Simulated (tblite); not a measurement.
Compound: C₄H₈OPSi (doublet state).
Numbering: `[O:1]=[CH:2][CH2:3]/[CH:4]=[CH:5]/[SiH2:6][PH:7]` (hydrogens: H8 on C2; H9, H10 on C3; H11 on C4; H12 on C5; H13, H14 on Si6; H15 on P7)
Bond orders are those of one Lewis drawing.

Computed with GFN2-xTB (tblite), gas phase: L-BFGS steps from a force-field or distance-geometry start until the largest atomic force falls under 0.01 eV/Å.

Step 26: E = -567.2597 eV
```
atom  x, y, z in Å  |  force x, y, z in eV/Å
O1      1.9741   -1.0471    1.6080   -0.019  -0.002  -0.004
C2      2.4640   -0.3815    0.7423   -0.004   0.012   0.022
C3      1.7929    0.2716   -0.4303    0.012  -0.017  -0.010
C4      0.3051    0.1513   -0.5936    0.002  -0.008  -0.024
C5     -0.5543   -0.5179    0.1611   -0.034  -0.001   0.009
Si6    -2.4147   -0.4917   -0.1501   -0.020  -0.032   0.006
P7     -3.2758    1.3400    0.7950   -0.010  -0.003   0.014
H8      3.5573   -0.1801    0.7409    0.013   0.002   0.000
H9      2.0665    1.3338   -0.4059   -0.002   0.001   0.025
H10     2.2813   -0.1292   -1.3265    0.020  -0.021  -0.035
H11    -0.0579    0.6916   -1.4627    0.004   0.022  -0.003
H12    -0.1899   -1.0572    1.0234   -0.003   0.012  -0.010
H13    -2.6746   -0.4741   -1.5989    0.022   0.009   0.024
H14    -3.0677   -1.6518    0.4586    0.028  -0.006  -0.005
H15    -2.2108    2.1501    0.4169   -0.009   0.031  -0.010
```

Step 27: E = -567.2600 eV
```
atom  x, y, z in Å  |  force x, y, z in eV/Å
O1      1.9738   -1.0462    1.6081   -0.021  -0.013   0.000
C2      2.4647   -0.3825    0.7417   -0.001   0.031   0.031
C3      1.7938    0.2707   -0.4312    0.018  -0.016  -0.004
C4      0.3056    0.1517   -0.5940    0.010  -0.026  -0.033
C5     -0.5545   -0.5181    0.1597   -0.018   0.012   0.003
Si6    -2.4145   -0.4910   -0.1499   -0.031  -0.013   0.011
P7     -3.2776    1.3402    0.7976   -0.003  -0.018   0.007
H8      3.5583   -0.1802    0.7424    0.001  -0.003  -0.009
H9      2.0664    1.3334   -0.4044    0.002  -0.011   0.016
H10     2.2841   -0.1305   -1.3268    0.005  -0.006  -0.028
H11    -0.0563    0.6912   -1.4640    0.001   0.027   0.001
H12    -0.1908   -1.0582    1.0216    0.001   0.010  -0.003
H13    -2.6766   -0.4742   -1.5979    0.022   0.012   0.018
H14    -3.0648   -1.6517    0.4591    0.020  -0.014   0.001
H15    -2.2160    2.1533    0.4162   -0.007   0.029  -0.011
```

Step 28: E = -567.2603 eV
```
atom  x, y, z in Å  |  force x, y, z in eV/Å
O1      1.9731   -1.0454    1.6082   -0.018  -0.018   0.004
C2      2.4654   -0.3831    0.7417    0.001   0.036   0.027
C3      1.7952    0.2694   -0.4323    0.016  -0.013   0.000
C4      0.3063    0.1515   -0.5950    0.016  -0.040  -0.034
C5     -0.5549   -0.5180    0.1582    0.005   0.024  -0.007
Si6    -2.4148   -0.4904   -0.1496   -0.030   0.012   0.017
P7     -3.2795    1.3400    0.8007    0.007  -0.025  -0.001
H8      3.5595   -0.1805    0.7439   -0.012  -0.007  -0.011
H9      2.0664    1.3327   -0.4026    0.006  -0.023   0.003
H10     2.2872   -0.1320   -1.3276   -0.010   0.010  -0.013
H11    -0.0545    0.6912   -1.4655    0.000   0.027   0.006
H12    -0.1918   -1.0591    1.0195    0.005   0.010   0.002
H13    -2.6786   -0.4741   -1.5966    0.019   0.015   0.006
H14    -3.0612   -1.6518    0.4597    0.009  -0.028   0.010
H15    -2.2222    2.1576    0.4152   -0.012   0.021  -0.010
```

**Question.** Estimate the geometry and energy of step 29. (The exact step hangs on the optimiser's Hessian estimate; all steps are aligned on step 28, rigid shifts and turns removed.)

**Answer.** E = -567.2607 eV, largest force 0.054 eV/Å
```
atom  x, y, z in Å  |  force x, y, z in eV/Å
O1      1.9721   -1.0449    1.6084   -0.011  -0.015   0.008
C2      2.4662   -0.3832    0.7424   -0.002   0.024   0.014
C3      1.7971    0.2677   -0.4334    0.007  -0.009   0.003
C4      0.3075    0.1505   -0.5969    0.016  -0.043  -0.028
C5     -0.5553   -0.5175    0.1564    0.025   0.031  -0.015
Si6    -2.4155   -0.4895   -0.1490   -0.015   0.029   0.020
P7     -3.2816    1.3392    0.8043    0.016  -0.021  -0.005
H8      3.5607   -0.1810    0.7454   -0.024  -0.008  -0.008
H9      2.0667    1.3317   -0.4006    0.008  -0.031  -0.011
H10     2.2906   -0.1335   -1.3286   -0.021   0.024   0.006
H11    -0.0524    0.6916   -1.4670    0.001   0.022   0.009
H12    -0.1928   -1.0600    1.0171    0.007   0.011   0.003
H13    -2.6809   -0.4737   -1.5950    0.015   0.016  -0.005
H14    -3.0569   -1.6523    0.4608   -0.003  -0.039   0.017
H15    -2.2299    2.1630    0.4140   -0.020   0.007  -0.008
```

The energy changes by -0.0004 eV. The first-order estimate −F·Δx gives -0.0005 eV and the mean of the old and new forces, exact on a quadratic surface, -0.0003 eV. The step makes an angle of 73° with the force vector and moves no atom by more than 0.009 Å.

What follows is the cost of the whole relaxation. Hardware: Intel Xeon 6975P-C, one thread, no GPU, shared host with 192 logical CPUs at a one-minute load of 79. Cost: 1.7 s of wall time.
